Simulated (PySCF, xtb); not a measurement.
BH₂IO₂. Atoms are numbered in the order given.

```xyz
6

B     -0.0053    -1.3561     0.0000
I     -0.0086     0.8202     0.0000
O     -1.2099    -1.9762     0.0000
H     -1.1035    -2.9475     0.0000
O      1.1643    -2.0564     0.0000
H      1.9499    -1.4815     0.0000
```
Charge 0, spin multiplicity 1.

Geometry: PBE-D3(BJ)/def2-SVP. The def2 effective core potentials stand for the cores of I; spin–orbit coupling is left out. Other conformers were not sampled.

Method: C-PCM-B3LYP/def2-SVP (PySCF).

The values are the electrostatic part of the solvation free energy, E(continuum) − E(gas) at the gas-phase geometry, in a cavity of scaled van der Waals radii (PySCF's table); cavitation and dispersion terms are not included. In vacuum the orbital gap is 7.58 eV. The dipole moment in vacuum is 2.25 D.

Problem. Estimate the values in water (ε = 78.36), ethylethanoate (ε = 5.99), chlorobenzene (ε = 5.70). (The exact figures need the calculation; the answer reports its results.)

Solution. 
| solvent | ε | ΔG(elec) (kcal/mol) | dipole (D) | gap (eV) |
|---|---|---|---|---|
| water | 78.36 | -6.9 | 2.90 | 7.85 |
| ethylethanoate | 5.99 | -5.7 | 2.77 | 7.81 |
| chlorobenzene | 5.70 | -5.7 | 2.77 | 7.81 |

For comparison, GFN2-xTB/ALPB(water) (xtb, at the GFN2-xTB geometry, all terms of that model) gives -9.8 kcal/mol.
